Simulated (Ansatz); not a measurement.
Compare A (`C=[CH][AlH][OH]`) with its isomer B (`[OH][Al]1[CH2][CH2]1`).

Gas-phase electronic energies from Ansatz, PBE0-D4/def2-TZVP geometries. CBS: MP2 limit from def2 TZ/QZ plus the TZ coupled-cluster correction, frozen cores. DFT in def2-TZVPP. Each species was taken in one conformer, which may not be the lowest.

A:

Z-matrix (Å, degrees):
```
C
C 1 1.336
H 1 1.089 2 122.7
H 1 1.087 2 121.6 3 180.0
Al 2 1.933 1 120.8 3 180.0
H 2 1.090 1 116.9 3 -0.0
O 5 1.699 2 115.0 1 -0.0
H 5 1.586 2 125.2 1 180.0
H 7 0.955 5 123.1 2 -180.0
```

B:

```xyz
9

O    -2.2501    1.0952    0.6719
Al   -0.7837    0.4025    0.2070
C     0.7011    0.2204   -0.9420
C     0.6998   -0.7638    0.3435
H    -2.7333    0.8400    1.4561
H     0.6535   -0.3032   -1.8957
H     1.5317    0.9247   -0.9539
H     0.6499   -1.8211    0.0864
H     1.5311   -0.5947    1.0267
```

Q: Which isomer does CCSD(T)/CBS put lower? Give the gap. (Best estimate.)

A: The calculation gave: A, by 95.7 kJ/mol.

Q: Give E(B) − E(A) in kJ/mol with CCSD/def2-TZVPP, HF/def2-TZVPP, CCSD(T)/def2-TZVPP, PBE0-D4, MP2/def2-TZVPP, r2SCAN-D4, PBE-D4. (Estimate.)

A: The calculation gave: CCSD/def2-TZVPP 98.6, HF/def2-TZVPP 130.9, CCSD(T)/def2-TZVPP 96.6, PBE0-D4 79.8, MP2/def2-TZVPP 86.8, r2SCAN-D4 84.3, PBE-D4 79.2. None reverses the order clearly.

Q: Does the order hold for the free energy at 298.15 K (harmonic terms from PBE0-D4)? (Estimate.)

A: Ansatz gave: Yes: G(B) − G(A) = +104.2 kJ/mol, for one conformer each.

Largest T1 diagnostic: 0.012.

In def2-TZVPP, CCSD(T) changes the Hartree–Fock value by −34.3 kJ/mol (the triples alone add −2.0 kJ/mol) and MP2 by −44.1 kJ/mol. At CCSD(T), def2-SVP lies +9.5 kJ/mol from the extrapolated value and def2-TZVPP +0.9 kJ/mol.
